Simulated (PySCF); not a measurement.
MoO$_{4}$ (SMILES [O]=[Mo-2](=[O])(=[O])=[O]), charge -2, singlet, at a GFN2-xTB geometry (such geometries of metal compounds can be far from the true shape) (core potentials on Mo) (in this run its highest filled SCF level lies above zero, so its values depend strongly on the basis, on diffuse functions most of all). Base run: PySCF with PBE/def2-SVP.

PySCF was given this input:
```python
from pyscf import gto, scf, dft

mol = gto.Mole()
mol.atom = '''
    Mo    0.000000   -0.000000    0.000000
    O     1.391967   -0.302508   -0.960574
    O     0.477889    0.296695    1.623385
    O    -0.831045    1.373337   -0.612451
    O    -1.038811   -1.367524   -0.050360
'''
mol.basis = 'def2-svp'
mol.ecp = {'Mo': 'def2-svp'}
mol.charge = -2
mol.spin = 0
mol.verbose = 4
mol.build()

mf = dft.RKS(mol)
mf.xc = 'pbe'
mf.kernel()
mf.analyze()
```

The base run was repeated with changes; each row names its change, and settings that it needs were set with it.

| change | basis functions | E (Eh) | HOMO (eV) | HOMO-LUMO gap (eV) |
|---|---|---|---|---|
| base | 87 | -368.71064 | 5.03 | 3.63 |
| basis = x2c-TZVPall; relativity = spin-free X2C (without mol.ecp = {'Mo': 'def2-svp'}) | 187 | -4349.22251 | 4.23 | 4.10 |
| basis = ANO-RCC-VDZP; relativity = spin-free X2C; nucleus = Gaussian (with mol.nucmod = 'G'; without mol.ecp = {'Mo': 'def2-svp'}) | 99 | -4349.06081 | 4.39 | 3.19 |
| basis = cc-pVTZ-DK; relativity = none (without mol.ecp = {'Mo': 'def2-svp'}) | 197 | -4215.43318 | 4.36 | 3.04 |
| basis = ANO-RCC-VDZP; relativity = none (without mol.ecp = {'Mo': 'def2-svp'}) | 99 | -4216.38097 | 4.44 | 3.18 |
| basis = ANO-RCC-VDZP; relativity = spin-free X2C (without mol.ecp = {'Mo': 'def2-svp'}) | 99 | -4349.12029 | 4.39 | 3.19 |
| basis = x2c-TZVPall; relativity = none (without mol.ecp = {'Mo': 'def2-svp'}) | 187 | -4234.88123 | 4.23 | 4.11 |
| basis = cc-pVTZ-DK; relativity = spin-free X2C (without mol.ecp = {'Mo': 'def2-svp'}) | 197 | -4349.13142 | 4.33 | 3.03 |
| basis = x2c-TZVPall; relativity = spin-free X2C; nucleus = Gaussian (with mol.nucmod = 'G'; without mol.ecp = {'Mo': 'def2-svp'}) | 187 | -4349.17240 | 4.23 | 4.10 |
| basis = cc-pVTZ-DK; relativity = spin-free X2C; nucleus = Gaussian (with mol.nucmod = 'G'; without mol.ecp = {'Mo': 'def2-svp'}) | 197 | -4349.06606 | 4.33 | 3.03 |

Totals shift with the method and basis; they matter in differences.

Basis sets contracted for a relativistic Hamiltonian are a mismatch without it, so the rows without relativity aren't non-relativistic limits. No row has spin-orbit coupling; sets with core potentials leave out the core electrons.
